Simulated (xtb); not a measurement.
Zn(Br)(NMe2) (C2H6BrNZn), SMILES [Zn]([N](C)C)[Br]. All values are semi-empirical tight-binding results from xtb (GFN2-xTB unless named), good for trends rather than for accurate numbers. Geometry: GFN2-xTB. The structure was generated by enumeration; whether it is a known compound was not checked. One conformer was computed; it need not be the lowest.

Optimised geometry:

```xyz
11

Zn     0.4966     0.0794     0.3202
Br    -0.7269     1.5885    -0.8927
N      0.2577    -1.7766     0.5483
C     -0.3459    -2.2289     1.7847
C      1.2889    -2.7016     0.1274
H     -0.8312    -3.1924     1.5983
H      0.3845    -2.3709     2.5928
H     -1.1091    -1.5219     2.1120
H      2.0689    -2.8493     0.8863
H      0.8215    -3.6724    -0.0667
H      1.7502    -2.3532    -0.7960
```
Charge 0, spin multiplicity 1.

For metal compounds this method's bond lengths and energies can be far off.

Computed properties:
```yaml
orbital_gap: 2.15 eV
zero_point_energy: 50.0 kcal/mol
G − E(el) at 298.15 K (modified RRHO): 28.0 kcal/mol
```

Problem. Give the atomic charges and the Wiberg bond orders between heavy atoms. (The exact figures need the calculation; the answer reports its results.)

Solution. charges (e) Zn1 0.27, Br2 -0.21, N3 -0.25, C4 -0.02, C5 -0.02, H6 0.05, H7 0.02, H8 0.04, H9 0.02, H10 0.05, H11 0.04. Bond orders Zn1–Br2 0.93, Zn1–N3 0.88, N3–C4 1.03, N3–C5 1.03.
